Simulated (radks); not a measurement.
Question: The table gives one normalised radial function P(r) = r R(r) of Br3+ in [Ar] 3d10 4s2 4p2 (r in bohr). All-electron calculation, non-relativistic Kohn-Sham, LDA (Slater exchange, Perdew-Wang correlation), spin-unpolarised, spherical densities, point nucleus. Program: a radial shooting solver on a logarithmic mesh with Libxc functionals.

r,P
0.001875,0.0016
0.002775,0.0035
0.00414,0.0076
0.006127,0.0161
0.009067,0.0335
0.01353,0.0689
0.02002,0.1347
0.02986,0.2523
0.0442,0.4290
0.06541,0.6416
0.09758,0.7769
0.1444,0.6047
0.2137,-0.0443
0.3188,-0.9646
0.4718,-1.4372
0.7039,-1.1068
1.042,-0.4688
1.542,-0.0966
2.3,-0.0070
3.404,-0.0001
5.078,0.0000

Which n and l does it have? It may be an empty orbital.

Answer: n = 3, l = 1: the number of nodes gives n - l - 1 = 1, the rise at small r (about r^(l+1)) gives l, and the extent must fit the shell. The curve is that of 3p. 3p: eigenvalue -209.73 eV, 1 radial node at r = 0.209 bohr, <r> = 0.569 bohr, 90 % of the charge inside 0.869 bohr.
